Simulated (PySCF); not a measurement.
A PySCF script (with the pyscf-properties extension) for the NMR shieldings of SMILES CC1=CC[P@](C)(=S)C1, C6H11PS, on a PBE0-D3(BJ)/def2-SVP geometry:

```python
import basis_set_exchange as bse
import numpy as np
from pyscf import gto, dft
from pyscf.prop import nmr

atoms = """
C     2.581467   -0.169220   -0.629846
C     1.235269    0.174093   -0.085921
C     0.539184    1.285767   -0.383436
C    -0.790227    1.472845    0.285160
P    -1.189582   -0.212863    0.930205
C    -1.932793   -1.062361   -0.499716
S    -2.195936   -0.383984    2.584134
C     0.573600   -0.759116    0.895966
H     2.939489    0.590321   -1.338962
H     2.561210   -1.144860   -1.144108
H     3.320883   -0.259389    0.183710
H     0.927762    2.039313   -1.075987
H    -0.744013    2.157494    1.149705
H    -1.583834    1.843880   -0.382654
H    -2.938920   -0.651502   -0.663137
H    -2.029276   -2.129830   -0.256758
H    -1.316460   -0.929889   -1.401427
H     0.658820   -1.822140    0.617391
H     0.982553   -0.654969    1.915724
"""
names = dict.fromkeys(["C", "P", "S", "H"], "pcSseg-1")
basis = {el: gto.basis.parse(bse.get_basis(n, elements=[el], fmt="nwchem")) for el, n in names.items()}
mol = gto.M(atom=atoms, basis=basis, charge=0, verbose=0)
mf = dft.RKS(mol, xc="PBE0")
mf.grids.level = 2
mf.grids.alignment = dft.numint.BLKSIZE   # the property module wants whole blocks of grid points
mf.conv_tol = 1e-9
mf.kernel()

calc = nmr.RKS(mf)   # GIAO
C = mf.mo_coeff
Co = C[:, mf.mo_occ > 0]
resp = mf.gen_response(singlet=True, hermi=2)
def vind(x):   # induced exchange potential for any number of trial vectors
    d = np.einsum("pi,xij,qj->xpq", C, 2 * x.reshape(-1, C.shape[1], Co.shape[1]), Co, optimize=True)
    return np.einsum("xpq,pi,qj->xij", resp(d - d.transpose(0, 2, 1)), C, Co, optimize=True).ravel()
mo1, _ = nmr.rhf.solve_mo1(calc, with_cphf=vind)
sigma = calc.kernel(mo1)
for i, s in enumerate(sigma):   # ppm
    w = np.linalg.eigvalsh((s + s.T) / 2)
    print("%2d %-2s iso %8.1f  s11 %8.1f  s22 %8.1f  s33 %8.1f" % (i, mol.atom_pure_symbol(i), w.mean(), *w))
```

Problem. What does it print?

Solution. 
```
 0 C  iso    161.8  s11    147.5  s22    151.5  s33    186.5
 1 C  iso     37.4  s11    -76.1  s22     49.6  s33    138.8
 2 C  iso     54.1  s11    -47.8  s22     80.2  s33    129.8
 3 C  iso    140.7  s11    116.8  s22    138.1  s33    167.2
 4 P  iso    270.1  s11    143.5  s22    247.2  s33    419.5
 5 C  iso    162.5  s11    145.1  s22    153.7  s33    188.7
 6 S  iso    717.5  s11    630.0  s22    736.5  s33    786.0
 7 C  iso    138.3  s11    114.3  s22    132.8  s33    167.7
 8 H  iso     29.3  s11     25.1  s22     27.9  s33     35.0
 9 H  iso     29.6  s11     25.5  s22     28.2  s33     35.2
10 H  iso     29.5  s11     25.3  s22     27.4  s33     35.7
11 H  iso     25.7  s11     23.2  s22     25.8  s33     28.0
12 H  iso     28.7  s11     25.1  s22     27.4  s33     33.6
13 H  iso     29.0  s11     26.0  s22     27.4  s33     33.6
14 H  iso     30.0  s11     26.6  s22     27.5  s33     35.9
15 H  iso     30.0  s11     26.8  s22     27.6  s33     35.7
16 H  iso     29.7  s11     24.6  s22     29.3  s33     35.3
17 H  iso     29.3  s11     26.3  s22     28.9  s33     32.8
18 H  iso     28.9  s11     25.1  s22     28.4  s33     33.2
```

These numbers come from an equivalent density-fitted implementation of the same equations, which agrees with the script to about 0.01 ppm for H and up to a few tenths of a ppm for heavy atoms, so last digits may differ.

Problem. Turn these shieldings into chemical shifts. δ = σ(ref) − σ, references computed at the same level: ¹³C (σ = 184.41 ppm), ¹H (σ = 31.27 ppm) vs TMS; ³¹P (σ = 310.13 ppm) vs H3PO4; ³³S (σ = 495.66 ppm) against CS2.

Solution. Averaging equivalent atoms: C 1: 147.0; C 2: 130.3; C 7: 46.1; C 3: 43.7; C 0: 22.6; C 5: 21.9; P 4: 40.1; S 6: -222; H 11: 5.59; H 12: 2.56; H 18: 2.39; H 13: 2.26; H 17: 1.96; H 8/9/10: 1.79; H 14/15/16: 1.36 ppm. Experimental scales use liquid or dissolved standards, which lie at an offset from isolated H3PO4.

Size and cost of the density-fitted run: 205 basis functions, 38 s wall time on 1 thread of an Arm Neoverse V1, shared host; peak memory 0.95 GiB.
